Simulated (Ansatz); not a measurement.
Reaction (substitution at a C–O bond): `NB(Cl)OC=S` + `CCS` → `CCSC=S` + `NB(O)Cl`

Isolated molecules relaxed with PBE0-D4/def2-TZVP in Ansatz; ΔE leaves out vibrations. CCSD(T)/CBS adds triple-zeta CCSD(T) − MP2 to the extrapolated MP2 energy (def2 sets, frozen cores). DFT in def2-TZVPP. B3LYP here is the variant with VWN-RPA as its local correlation; programs differ in this. Each species was taken in one conformer, which may not be the lowest.

```
             level  ΔE (kJ/mol)  difference from CCSD(T)/CBS
         r2SCAN-D4        -48.1                         -3.1
           PBE0-D4        -45.0                          0.0
           ωB97X-V        -34.7                         10.3
           ωB97M-V        -38.1                          6.9
            B2PLYP        -41.9                          3.1
            r2SCAN        -47.9                         -2.9
              PBE0        -43.8                          1.2
             B3LYP        -39.5                          5.5
     HF/def2-TZVPP        -23.7                         21.3
    MP2/def2-TZVPP        -48.8                         -3.8
   CCSD/def2-TZVPP        -35.9                          9.1
CCSD(T)/def2-TZVPP        -39.3                          5.7
     HF/def2-QZVPP        -23.7                         21.3
    MP2/def2-QZVPP        -52.0                         -7.0
SCS-MP2/def2-QZVPP        -45.6                         -0.6
    CCSD/CBS(def2)        -41.6                          3.4
       CCSD(T)/CBS        -45.0                            0
```

Largest T1 diagnostic among the species: 0.015.

In def2-TZVPP, CCSD(T) changes the Hartree–Fock value by −15.5 kJ/mol (the triples alone add −3.4 kJ/mol) and MP2 by −25.0 kJ/mol. From PBE to PBE0 (25 % exact exchange), in def2-TZVPP and without D4, ΔE moves by +3.5 kJ/mol.
